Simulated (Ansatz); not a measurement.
Relaxation of BrF2H5W (9 atoms, charge 0, multiplicity 1), to a largest force component of 0.03 eV/Å in at most 50 steps.

The calculation used RKS PBE0/def2-SVP in Ansatz.

```xyz
9
Properties=species:S:1:pos:R:3
W -0.287 -0.132 -0.176
H 0.191 -0.094 1.461
H 1.028 0.796 0.241
H -0.597 1.289 0.654
H -1.694 0.711 -0.559
F -0.905 -1.785 0.440
F 0.680 -0.151 -1.771
Br 2.617 -2.134 1.147
H 1.540 -1.328 1.819
```

Q: Where does it end, and by what steps?

A: The run converged. The force dipped under the threshold on the way, but the program's further checks kept it going. After 23 steps the energy has fallen by 0.173 eV; H9 moved furthest, 1.06 Å. Joined: W1–Br8 (3.77 → 3.18 Å).

```csv
step,energy less start (eV),largest force component (eV/Å),accepted
0,0.0000,1.078,yes
1,-0.0502,0.333,yes
2,-0.0660,0.185,yes
3,-0.0761,0.211,yes
4,-0.0780,0.556,yes
5,-0.0979,0.601,yes
6,-0.0726,1.318,no
7,-0.1253,0.214,yes
8,-0.1351,0.230,yes
9,-0.1380,0.327,yes
10,-0.1429,0.197,yes
11,-0.1517,0.116,yes
12,-0.1558,0.056,yes
13,-0.1611,0.042,yes
14,-0.1650,0.205,yes
15,-0.1703,0.068,yes
16,-0.1679,0.330,no
17,-0.1719,0.030,yes
18,-0.1717,0.179,no
19,-0.1728,0.019,yes
20,-0.1731,0.060,yes
21,-0.1731,0.057,yes
22,-0.1731,0.062,yes
23,-0.1735,0.019,yes
```

```xyz
9
Properties=species:S:1:pos:R:3
W -0.191 -0.111 -0.067
H 0.083 0.348 1.514
H 0.928 1.086 0.237
H -0.794 1.379 0.378
H -1.657 0.359 -0.760
F -0.750 -1.646 0.869
F 0.881 -0.211 -1.601
Br 2.425 -1.647 0.873
H 1.649 -2.386 1.813
```

Whether the end is a true minimum wasn't checked by a vibrational analysis.

Run time: 47 s on 4 threads of Intel(R) Xeon(R) CPU @ 2.60GHz (Ice Lake), with other jobs on the host, peak memory 0.33 GiB.
